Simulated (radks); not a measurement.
The numbers below are computed, except where a source is named.
Problem. All-electron atom: Mg3+ in [He] 2s2 2p5. Code: a radial shooting solver on a logarithmic mesh with Libxc functionals. Model: scalar-relativistic Kohn-Sham, exchange-only LDA, spin-polarised, spherical densities, point nucleus; open shells are filled with parallel spins first. Some entries of the table are withheld. Estimate them.

orbital,occ.,eigenvalue (hartree),<1/r> (bohr^-1),r(max) (bohr)
1s up,1,-48.10377,11.58,0.08541
1s down,1,-48.04552,11.59,0.08537
2s up,1,-4.69518,2.174,0.5385
2s down,1,-4.58998,2.158,0.5405
2p up,3,(1),(2),0.4617
2p down,2,(3),(4),0.4648
3s up,0,-1.10752,0.6503,1.881
3s down,0,-1.09097,0.6421,1.904
3p up,0,-0.86953,(5),2.069
3p down,0,-0.85523,(6),2.104

Solution. 
(1) 2p up eigenvalue (hartree): -3.51779
(2) 2p up <1/r> (bohr^-1): 2.066
(3) 2p down eigenvalue (hartree): -3.40431
(4) 2p down <1/r> (bohr^-1): 2.047
(5) 3p up <1/r> (bohr^-1): 0.5763
(6) 3p down <1/r> (bohr^-1): 0.5681
